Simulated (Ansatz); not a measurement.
Job for Ansatz (a quantum-chemistry and plane-wave program): R-CAM-B3LYP/def2-TZVPPD on AsH3 (SMILES [AsH3]). Files ending in .json are basis or fitting sets from the Basis Set Exchange.

Ansatz 0.2 input:
```yaml
crystal:
  periodic: [false, false, false]
  atoms:
    - {symbol: As, position_ang: [0.37495410, -0.17239571, 2.68248411]}
    - {symbol: H, position_ang: [-0.74710526, -0.56229442, 3.61428149]}
    - {symbol: H, position_ang: [0.84764340, 1.06376583, 3.40895728]}
    - {symbol: H, position_ang: [1.42331354, -1.13762316, 3.18106561]}
basis:
  gaussian:
    orbitals: def2-TZVPPD.json
hamiltonian:
  xc: {name: CAM-B3LYP}
scf: {lower_state_search: off}
```

Program output:

```
WARN ansatz: RAYON_NUM_THREADS=2 ignored (pool sized by the plan → 2); use --threads N
Functional definition: CAM-B3LYP
these checks for a lower state are left out or cut short: stability, starts, cluster_reference, orbital_swaps, neighbouring_geometries, increment
integrals: 0.03 GiB planned
602 factors; their error is unknown
integrals: 0.06 GiB planned
155 factors; integrals over basis functions are off by at most 3.2e-5 eV
mean field: 0.32 GiB planned
mean field evaluation 1: about -60892.7973 eV, gradient 1.1e1 eV
mean field evaluation 2: about -60892.9107 eV, gradient 7.0e0 eV
mean field evaluation 4: about -60892.9385 eV, gradient 3.5e-1 eV
mean field evaluation 8: about -60893.1197 eV, gradient 2.3e-3 eV
mean field -60893.11966289 eV, -2237.7808727721 hartree, gradient 7.1e-6 eV, S^2 0.000000; 0 other end points of the search recorded, 0 dependent functions left out
reference -60893.11975801 eV, -2237.7808762679 hartree; 18, 18 occupied and 87, 87 virtual orbitals, 602 factors
Total energy: -60893.11975801 eV, -2237.7808762679 hartree
Checks for a lower state left out: stability, starts, cluster_reference, orbital_swaps, neighbouring_geometries, increment
```

Self-consistency was reached.

Cost: around 1.0 core-seconds (rough).
